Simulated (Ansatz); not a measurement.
Consider the redistribution: `F[Si]O[SiH3]` + `CC(C)[Te]B(O)O` → `OB(O)[Te][SiH3]` + `CC(C)O[Si]F`.

Program: Ansatz. Geometries: PBE0-D4/def2-TZVP. ΔE: electronic, gas phase. CCSD(T)/CBS is the MP2 limit (def2-TZVPP, def2-QZVPP) plus CCSD(T) − MP2 in def2-TZVPP, frozen cores. DFT in def2-TZVPP. B3LYP here is the variant with VWN-RPA as its local correlation; programs differ in this. Elements past krypton have def2 core potentials. For Te outer-core shells are correlated without core-valence functions, which leaves a few kJ/mol of doubt a bond. Each species was taken in one conformer, which may not be the lowest.

| level | ΔE (kJ/mol) | difference from CCSD(T)/CBS |
| --- | --- | --- |
| PBE-D4 | 50.9 | -25.5 |
| PBE0-D4 | 53.9 | -22.5 |
| ωB97X-V | 62.4 | -14.0 |
| ωB97M-V | 66.1 | -10.3 |
| B2PLYP | 71.3 | -5.1 |
| PBE | 49.0 | -27.4 |
| r2SCAN | 60.1 | -16.3 |
| PBE0 | 52.3 | -24.1 |
| B3LYP | 63.6 | -12.8 |
| HF/def2-TZVPP | 72.2 | -4.2 |
| MP2/def2-TZVPP | 83.8 | 7.4 |
| HF/def2-QZVPP | 74.4 | -2.0 |
| SCS-MP2/def2-QZVPP | 85.0 | 8.6 |
| HF/CBS(def2) | 74.7 | -1.7 |
| MP2/CBS(def2) | 84.6 | 8.2 |
| CCSD/CBS(def2) | 76.9 | 0.5 |
| CCSD(T)/CBS | 76.4 | 0 |

Largest T1 diagnostic among the species: 0.014.

In def2-TZVPP, CCSD(T) changes the Hartree–Fock value by +3.3 kJ/mol (the triples alone add −0.5 kJ/mol) and MP2 by +11.5 kJ/mol. From PBE to PBE0 (25 % exact exchange), in def2-TZVPP and without D4, ΔE moves by +3.4 kJ/mol.
